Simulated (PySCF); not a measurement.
Two-component Hartree-Fock for S³⁺ (sulfur, charge +3)

Start: [Ne] 3s2 3p1; 3p1/2 filled at m_j = +1/2. Calculated with PySCF 2.14 in x2c-TZVPPall-2c: generalised Hartree-Fock with the X2C-1e Hamiltonian and a Gaussian nucleus; one run each with spin-orbit coupling (SO) switched off, then screened by Boettger's factors.

| spinor shell | electrons | ε, spin-free (eV) | ε, screened SO (eV) | weight of nominal j (screened SO) | rms radius, screened SO (bohr) |
| --- | --- | --- | --- | --- | --- |
| 1s1/2 | 2 | -2554.8 | -2554.7 | 1.000 | 0.112 |
| 2s1/2 | 2 | -288.22 | -288.19 | 1.000 | 0.515 |
| 2p1/2 | 2 | -223.53 | -224.80 | 0.987 | 0.488 |
| 2p3/2 | 4 | -223.53 | -222.86 | 0.993 | 0.491 |
| 3s1/2 | 2 | -57.768 | -57.756 | 0.996 | 1.64 |
| 3p1/2 | 1 | -47.163 | -47.239 | 0.942 | 1.79 |

```csv
quantity,spin-free,screened SO
E (hartree),-396.15847,-396.16192
M_J,1/2,1/2
⟨J²⟩,1.052,0.941
⟨L²⟩,2.050,2.050
⟨S²⟩,0.767,0.767
```

Each row is a mean over spinors that exchange with the open shell spreads, by up to 1.389 eV (2p1/2).

⟨J²⟩ departs a little from M_J(M_J + 1) because the unrestricted spinors polarise the closed shells.

Without spin-orbit coupling the j labels of p, d and f shells carry no meaning; the spin-free column gives the mean over the occupied spinors of each nl shell, and its ⟨J²⟩ belongs to a mixture of degenerate components.
